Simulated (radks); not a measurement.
Results of a calculation; reference values are marked as such.
Charge is removed step by step from the 4s1/2 level of neutral krypton, starting from [Kr]. Code: a radial shooting solver on a logarithmic mesh with Libxc functionals. Model: Dirac Kohn-Sham, PBEsol, spin-unpolarised, spherical densities, finite nucleus; Fermi nuclear charge, rms radius 4.1884 fm.

removed (e)  E - E(0) (eV)  eigenvalue (eV)  E minus straight line (eV)
0                    0.000          -23.034                       0.000
0.1                  2.359          -24.144                      -0.520
0.2                  4.829          -25.269                      -0.928
0.3                  7.413          -26.410                      -1.223
0.4                 10.112          -27.564                      -1.403
0.5                 12.926          -28.732                      -1.467
0.6                 15.858          -29.913                      -1.414
0.7                 18.909          -31.107                      -1.241
0.8                 22.080          -32.313                      -0.949
0.9                 25.372          -33.531                      -0.536
1                   28.787          -34.760                       0.000

Removing the whole electron costs 28.787 eV by Delta-SCF, against 23.034 eV from minus the eigenvalue at the starting occupation. Slater's transition state (half an electron removed) gives 28.732 eV. Integrating minus the eigenvalue over the occupation (Janak's theorem) gives 28.787 eV. The mean slope of the eigenvalue, de/dn, is 11.7 eV per electron.
